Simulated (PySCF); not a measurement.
H7NSi2, SMILES N[SiH2][SiH3].

Coordinates come from a r2SCAN-D4/def2-SVP optimisation. Other conformers were not sampled.

The numbers are results of HF/def2-TZVPD run with PySCF, not measurements.

Symmetry labels are those of the subgroup Cs that the program uses (full group Cs).

Q: List the valence orbital energies around the gap with their symmetry. (An estimate is asked for; the answer gives what the named calculation found.)

A: 
```json
[
 {"orbital": "HOMO−7", "symmetry": "A'", "energy (eV)": "-18.44"},
 {"orbital": "HOMO−6", "symmetry": "A\"", "energy (eV)": "-17.84"},
 {"orbital": "HOMO−5", "symmetry": "A'", "energy (eV)": "-14.75"},
 {"orbital": "HOMO−4", "symmetry": "A\"", "energy (eV)": "-13.33"},
 {"orbital": "HOMO−3", "symmetry": "A'", "energy (eV)": "-13.12"},
 {"orbital": "HOMO−2", "symmetry": "A\"", "energy (eV)": "-12.64"},
 {"orbital": "HOMO−1", "symmetry": "A'", "energy (eV)": "-12.47"},
 {"orbital": "HOMO", "symmetry": "A'", "energy (eV)": "-9.99"},
 {"orbital": "LUMO", "symmetry": "A'", "energy (eV)": "1.83"},
 {"orbital": "LUMO+1", "symmetry": "A'", "energy (eV)": "2.07"},
 {"orbital": "LUMO+2", "symmetry": "A'", "energy (eV)": "2.36"},
 {"orbital": "LUMO+3", "symmetry": "A'", "energy (eV)": "3.04"}
]
```
